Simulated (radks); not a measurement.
Values are calculated unless marked as measured or tabulated.
Ionisation of Bi, [Hg] 6p3, to Bi+, [Hg] 6p2, under several functionals. Dirac Kohn-Sham, spin-unpolarised, spherical densities, finite nucleus; open shells are shared between the two j in proportion to 2j + 1; a radial shooting solver on a logarithmic mesh with Libxc functionals.

functional         E(Bi) (hartree)  Exc (hartree)  IE (eV)  -e(HOMO) (eV)  <r> HOMO (bohr)  IE error (eV)
PBE                    -21574.8710      -398.5158    8.062          4.069            3.203         +0.776
exchange-only PBE      -21569.8059      -393.3879    7.298          3.390            3.317         +0.013
exchange-only LDA      -21554.6452      -378.0977    7.235          3.294            3.272         -0.050
XLYP                   -21577.1045      -400.7584    7.996          3.987            3.232         +0.710
HCTH/407               -21586.8524      -410.9005    8.152          4.151            3.223         +0.867
RPBE                   -21575.4541      -399.1043    7.983          4.007            3.215         +0.697

NIST Atomic Spectra Database: 7.286 eV (measured). Closest: exchange-only PBE. The Delta-SCF values span 0.92 eV, the total energies 32.21 hartree. The highest occupied level is 6p3/2. Spin polarisation and multiplet splitting are left out, so open shells lie too high by an amount that depends on their filling. Sharing an open shell by 2j + 1 raises it above the true ground level by a part of the spin-orbit splitting, which enters the differences from NIST.

Beside tabulated values, note that spin-unpolarised runs miss the spin-polarisation part of the exchange energy of open shells.
